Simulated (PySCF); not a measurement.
Species: C₅H₈N₂O₂ (charge +1 and doublet state).
Structure used (GFN2-xTB), in Å, numbered top down from 1:
```
atom  x, y, z in Å
C1     2.2855   -0.6782    1.1657
O2     0.9314   -0.6705    0.7265
C3     0.5387    0.3315   -0.0126
N4     1.3032    1.3870   -0.3887
C5     0.5299    2.1411   -1.0980
O6    -0.7147    1.6715   -1.2377
C7    -0.7571    0.5125   -0.5558
C8    -1.9852   -0.2907   -0.5041
N9    -1.9597   -1.3786    0.3911
H10    2.5824    0.3096    1.5214
H11    2.9451   -0.9624    0.3417
H12    2.3410   -1.4186    1.9607
H13    0.8032    3.0713   -1.5590
H14   -2.2259   -0.6097   -1.5418
H15   -2.8318    0.3769   -0.2531
H16   -2.7219   -2.0351    0.3407
H17   -1.0712   -1.7457    0.6930
```

The hyperfine couplings belong to this conformer and change with its torsions.

The species is `COC1=C(C[NH2+])OC=N1` [radical] (charge +1).

Method used: PySCF, UKS B3LYP, pcH-1 on C H N O, non-relativistic, mean-field spin-orbit, GIAO. One conformer (not necessarily the lowest) at the GFN2-xTB geometry, without solvent, vibrations or thermal averaging. Couplings are sensitive to structure, and on GFN2-xTB geometries they can be far from those on DFT ones, by a factor of two or more for some ions and for spin on atoms past the first row. The SCF solution wasn't tested for stability.

Principal values of hyperfine tensors in MHz (contact and dipolar terms together), for some of the nuclei:

```csv
atom,isotope,A1,A2,A3
H14,1H,240.31,242.52,254.87
H15,1H,181.51,184.31,196.04
C8,13C,-37.94,-36.31,-23.72
H11,1H,28.74,29.52,34.11
C7,13C,-4.12,-2.57,81.79
C5,13C,2.47,4.64,48.99
O2,17O,-71.03,8.79,10.04
H10,1H,14.33,15.39,19.68
```

Question: Give the isotropic coupling of each nucleus in MHz and in mT (g = 2.0033), and the anisotropic part.

Answer: a_iso is a third of the trace, T = A − a_iso, and a(mT) = a(MHz)/(g × 13.996).

```csv
atom,a_iso (MHz),a_iso (mT),T1,T2,T3
H14,245.90,8.770,-5.59,-3.38,8.97
H15,187.29,6.680,-5.78,-2.98,8.76
C8,-32.65,-1.165,-5.29,-3.65,8.94
H11,30.79,1.098,-2.06,-1.27,3.32
C7,25.03,0.893,-29.15,-27.60,56.75
C5,18.70,0.667,-16.23,-14.06,30.29
O2,-17.40,-0.621,-53.63,26.19,27.44
H10,16.47,0.587,-2.14,-1.08,3.21
```

Question: What spin density at the nucleus of C7 lies behind its contact coupling (g_N = 1.40482)?

Answer: a_FC = 800.24 MHz bohr³ × g_N × ρ(0)/(2S). With a_FC = 25.03 MHz and 2S = 1, ρ(0) = 0.02227 bohr⁻³.

Question: H16 (1H, g_N = 5.58569) isn't in the table. Its spin density at the nucleus is -0.00351 bohr⁻³. What is its contact coupling?

Answer: By the same relation, a_FC = -15.69 MHz. Its full tensor has the principal values -28.82, -20.38, 2.13 MHz.

Question: Name the largest traceless tensor T of the table and describe it.

Answer: C7: -29.1, -27.6, 56.8 MHz, nearly axial, close to the ratio −1:−1:+2, the form that spin in one p orbital centred on that nucleus gives.

Question: In a single crystal, with the field along each principal axis of the tensor of H15 in turn, what first-order splitting does this nucleus give (isotropic g, quadrupole terms neglected)?

Answer: 2 lines (I = 1/2), spaced by |A_i|/(g × 13.996): 6.47, 6.57, 6.99 mT along the axes of A1, A2 and A3.
